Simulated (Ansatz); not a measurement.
# Cost against result

Saddle point of GeSiH$_{4}$Cl$_{2}$, closed shell (SiH₃Cl ([SiH3][Cl]) + GeHCl ([Cl][GeH]) → GeCl₂ + SiH₄; bonds formed: Si1–H3, Ge2–Cl5; bonds broken: Si1–Cl5, Ge2–H3), PBE0-D4/def2-TZVP structure:

```xyz
8
angstrom
Si -0.8764 -0.1378 0.2282
Ge 2.0712 0.3830 0.1525
H 0.7462 -0.4545 0.8060
Cl 1.8132 -0.5888 -1.8180
Cl 0.2321 1.9271 -0.0977
H -1.3508 0.0688 1.6147
H -1.8597 0.3847 -0.7543
H -0.7758 -1.5825 -0.1314
```

Barriers are electronic and count from the start structure reached by relaxing down the imaginary mode.

Program: Ansatz 0.2.0. Basis: as named in each row. Cores are frozen in the correlated methods. Filled d shells of the heavier atoms are correlated. The def2 sets are not built for correlating such inner shells, so the correlated values are less sure here. B3LYP uses VWN-RPA correlation. Extrapolation: Hartree–Fock as exp(−7.88 √X), correlation as X^−2.97.

Times are rough, for one single point on 4 threads of a shared host (Arm Neoverse N1).

The estimate by CCSD(T) at an estimated basis limit (MP2 extrapolated from triple and quadruple zeta, plus CCSD(T) − MP2 in triple zeta) is 56.9 kJ/mol.

```tsv
method	basis	time (s)	barrier (kJ/mol)	method less estimate
HF	STO-3G	under 1	144.7	87.8
PBE-D4	STO-3G	under 1	54.5	-2.4
SPW92	def2-SVP	under 1	23.3	-33.6
PBE-D4	def2-SVP	1	34.9	-22.0
B3LYP-D4	6-31G	2	67.0	10.1
SPW92	def2-TZVPP	2	21.7	-35.2
PBE0-D4	def2-SVP	2	46.8	-10.1
PBE-D4	def2-TZVPP	3	32.6	-24.2
BLYP-D4	def2-TZVPP	3	47.3	-9.6
B3LYP-D4	def2-TZVPP	6	54.7	-2.1
BHLYP-D4	def2-TZVPP	6	67.6	10.7
PBE0-D4	def2-TZVPP	6	43.6	-13.3
CAM-B3LYP-D4	def2-TZVPP	6	62.7	5.8
CCSD(T)	def2-SVP	7	73.8	16.9
RPA on PBE	def2-TZVPP	8	56.8	-0.1
r2SCAN-D4	def2-TZVPP	8	40.0	-16.9
wB97M-V	def2-SVP	9	58.9	2.0
r2SCAN0-D4	def2-TZVPP	10	47.9	-8.9
B2PLYP	def2-TZVPP	10	57.5	0.6
PBE-QIDH	def2-TZVPP	11	52.2	-4.7
wB97X-V	def2-TZVPP	13	60.1	3.2
B97M-V	def2-TZVPP	15	47.4	-9.4
wB97M-V	def2-TZVPP	17	56.6	-0.3
MP2	def2-QZVPP	34	54.5	-2.4
CCSD(T)	def2-TZVPP	190	59.1	2.2
```

All methods are single points on the PBE0-D4 structures.

No T1 diagnostic of these runs exceeds 0.013.

Labels in which every atom is bracketed show which atoms are joined, not bond orders.
